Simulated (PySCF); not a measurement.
**[Hf(NH2)2]2+ at several levels of theory**

Computed with PySCF 2.14.0 (density fitting, no spin-orbit coupling) at the geometry relaxed with PBE0:

```xyz
7
[Hf(NH2)2]2+ (singlet)
Hf    0.0000   -0.7990    0.0595
N     1.4700   -0.0350    1.0156
H     2.4725   -0.1919    0.8135
H     1.4233    0.6084    1.8217
N    -1.4700   -0.0350    1.0156
H    -1.4233    0.6084    1.8217
H    -2.4725   -0.1919    0.8135
```

| level | basis | state | HOMO (eV) | gap (eV) | charge on Hf1 (e) | dipole about the centre of mass (D) | largest force component (eV/Å) |
| --- | --- | --- | --- | --- | --- | --- | --- |
| PBE0 | Hf def2-SVP with ECP60, N def2-SVP, H def2-SVP | singlet | -19.32 | 5.37 | 1.61 | 0.16 | 0.02 |
| r2SCAN | the same | singlet | -18.27 | 3.89 | 1.60 | 0.28 | 0.29 |
| PBE0 | Hf def2-TZVP with ECP60, N def2-TZVP, H def2-TZVP | singlet | -19.30 | 5.36 | 1.84 | 0.03 | 0.30 |

Charges are Mulliken's, which hang on the basis. The relaxation used the grid (50, 194), these runs (75, 302) or, all-electron (x2c bases, spin-free X2C Hamiltonian), (99, 590).

Task: What does M06-L with Hf def2-SVP with ECP60, N def2-SVP, H def2-SVP give here?

Result: state singlet, HOMO (eV) -18.16, gap (eV) 4.16, charge on Hf1 (e) 1.70, dipole about the centre of mass (D) 0.07, largest force component (eV/Å) 0.33. Time: 3.6 s on 2 threads of Arm Neoverse V2 (shared host), from an already converged density.

In the first row's basis the gap widens with exact exchange: 3.9 to 4.2 eV for r2SCAN, M06-L (none); 5.4 eV for PBE0 (a fixed share).
